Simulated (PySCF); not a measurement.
C7H7N2 (doublet state).
Structure used (GFN2-xTB), in Å, numbered top down from 1:
```
atom  x, y, z in Å
C1     3.538    0.553    0.092
N2     2.513   -0.146    0.441
C3     1.342   -0.257   -0.097
C4     0.229   -0.879    0.699
C5     0.042   -2.234    0.207
N6    -0.095   -3.288   -0.213
C7    -1.023   -0.150    0.539
C8    -2.052    0.439    0.366
C9    -3.290    1.162    0.193
H10    4.487    0.307    0.537
H11    3.481    1.409   -0.573
H12    1.135   -0.022   -1.139
H13    0.513   -0.927    1.758
H14   -3.170    2.192    0.528
H15   -3.577    1.161   -0.858
H16   -4.079    0.689    0.776
```

The hyperfine couplings belong to this conformer and change with its torsions.

As a line formula: `[CH2]/N=C/[C@H](C#N)C#CC` [radical].

Theory: UKS B3LYP, pcH-1 on C H N, non-relativistic, mean-field spin-orbit, GIAO in PySCF. Geometry: GFN2-xTB, one conformer, isolated molecule. The geometry wasn't refined by DFT: couplings that depend on bond lengths, twists or pyramidal angles can differ widely from those at the functional's own minimum. The frame is twisted about the N2–C3 bond at this geometry (dihedral C1–N2–C3–H12 = 22°); couplings at other torsion angles weren't computed. No stability test was run, so a lower SCF solution isn't excluded.

Task: Predict the first-order ENDOR lines of N6, H10, H12 and H13 under fast tumbling at B = 332.0 mT (X band).

Result: For S = 1/2 in fast tumbling each set of equivalent nuclei gives two lines, ν± = |νn ± a/2| to first order, with νn = g_N μN B/h and μN/h = 7.62259 MHz/T.

```
nuclei  isotope     g_N  νn (MHz)  a_iso (MHz)  lower line (MHz)  upper line (MHz)
    N6      14N  0.4038      1.02         0.77              0.64              1.41
   H10       1H  5.5857     14.14       -34.12              2.93             31.20
   H12       1H  5.5857     14.14       -33.24              2.48             30.75
   H13       1H  5.5857     14.14         6.82             10.73             17.54
```

Task: Which pairs are centred on the nuclear Larmor frequency, and which on half the coupling?

Result: Centred on νn, since |a| < 2νn: N6 and H13. Centred on |a|/2 and split by 2νn: H10 and H12.

Couplings of abundant isotopes left out: H11 (-28.2 MHz) and N2 (2.6 MHz).

H10 and H11 aren't averaged: C1 is flat or nearly so (angle sum 360°), and its turn about the short C1–N2 bond (1.29 Å) is taken as slow.

The largest Mulliken spin populations are on C1 (+0.59), C3 (+0.56) and N2 (-0.09). The angles at C1 add up to 359.9°, so it is planar.
